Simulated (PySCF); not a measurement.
EPR parameters of C4H6NOSi

C₄H₆NOSi (doublet state).
Geometry (GFN2-xTB, Å), atoms numbered from 1 in this order:
```xyz
13
C4H6NOSi angstrom
N      1.7854   -3.1309    0.5319
C      1.3163   -2.0787    0.3834
C      0.7133   -0.8621    0.2111
C     -0.7696   -0.6617    0.3030
C     -1.1021    0.6803   -0.3626
Si     0.5603    1.6191   -0.3038
O      1.4396    0.2430   -0.0267
H     -1.0494   -0.6338    1.3636
H     -1.3004   -1.5041   -0.1459
H     -1.4144    0.5147   -1.3943
H     -1.9301    1.1718    0.1418
H      0.7139    2.4947    0.8528
H      1.0328    2.1482   -1.5719
```

The hyperfine couplings belong to this conformer and change with its torsions.

As a line formula: `N#C[C]1CC[SiH2]O1` [radical].

Method used: PySCF, UKS B3LYP, pcH-1 on C H N O Si, non-relativistic, mean-field spin-orbit, GIAO. One conformer (not necessarily the lowest) at the GFN2-xTB geometry, without solvent, vibrations or thermal averaging. The geometry wasn't refined by DFT: couplings that depend on bond lengths, twists or pyramidal angles can differ widely from those at the functional's own minimum. The SCF solution wasn't tested for stability.

```json
{
 "g1, g2, g3": "2.00215, 2.00378, 2.00416",
 "g_iso": "2.00337",
 "Form of g": "rhombic: the two nearest values differ by 19 % of g3 − g1",
 "⟨S²⟩": "0.7616 (exact 0.7500)",
 "α and β electrons": "30, 29",
 "HOMO–LUMO gap, α and β orbitals": "4.91, 6.58 eV"
}
```

Isotropic coupling and dipolar principal values T1 to T3, in MHz:

| atom | isotope | a_iso | of which spin–orbit | T1 | T2 | T3 | Mulliken spin population |
| --- | --- | --- | --- | --- | --- | --- | --- |
| N1 | 14N | 8.8 | 0.0 | -17.5 | -13.7 | 31.2 | 0.36 |
| C2 | 13C | -57.2 | 0.0 | -15.4 | -3.1 | 18.5 | -0.17 |
| C3 | 13C | 64.5 | 0.0 | -63.3 | -62.8 | 126.1 | 0.69 |
| C4 | 13C | -24.9 | 0.0 | -1.3 | 0.4 | 0.9 | -0.06 |
| C5 | 13C | 4.8 | 0.0 | -1.2 | -0.5 | 1.7 | 0.01 |
| Si6 | 29Si | 4.5 | 0.0 | -1.0 | 0.2 | 0.8 | -0.01 |
| O7 | 17O | -14.8 | 0.0 | -55.2 | 26.7 | 28.5 | 0.11 |
| H8 | 1H | 98.8 | 0.0 | -4.3 | -2.8 | 7.1 | 0.04 |
| H9 | 1H | 39.4 | 0.0 | -3.8 | -3.2 | 6.9 | 0.01 |
| H10 | 1H | -0.2 | 0.0 | -1.9 | -1.8 | 3.7 | 0.00 |
| H11 | 1H | -2.4 | 0.0 | -1.6 | -1.3 | 2.9 | 0.00 |
| H12 | 1H | 7.1 | 0.0 | -1.7 | -1.6 | 3.3 | 0.00 |
| H13 | 1H | 3.9 | 0.0 | -1.7 | -1.7 | 3.4 | 0.00 |

The Mulliken spin populations are largest on C3 (+0.69), N1 (+0.36), C2 (-0.17) and O7 (+0.11). The positive populations add up to 1.24 and the negative ones to -0.24, together 2S = 1. The angles at C3 add up to 360.0°, so it is planar.

Axes: g3 points within 13° of the C3–C4 bond.

Under fast tumbling the dipolar parts average out, and these isotropic splittings remain: 2 × 1H (H8/H9, I = 1/2, 3 lines) with 2.46 mT, 1 × 14N (N1, I = 1, 3 lines) with 0.31 mT, 2 × 1H (H12/H13, I = 1/2, 3 lines) with 0.20 mT and 2 × 1H (H10/H11, I = 1/2, 3 lines) with 0.05 mT.

Class means assume fast exchange of nuclei equivalent by connectivity; if that motion is slow, each nucleus keeps its own coupling. The 1H value of +69.1 MHz is a mean of couplings from 39.4 to 98.8 MHz in this one geometry, not an average over conformers.

The 17O coupling of O7 (-14.8 MHz) shows only in satellite lines or after enrichment, since that isotope makes up about 0.038 % of natural oxygen.

The 13C coupling of C3 (64.5 MHz) shows only in satellite lines or after enrichment, since that isotope makes up about 1.07 % of natural carbon.

Examples of negative spin density at the nucleus (bohr⁻³): C2 (-0.0509), C4 (-0.0222) and Si6 (-0.0051).
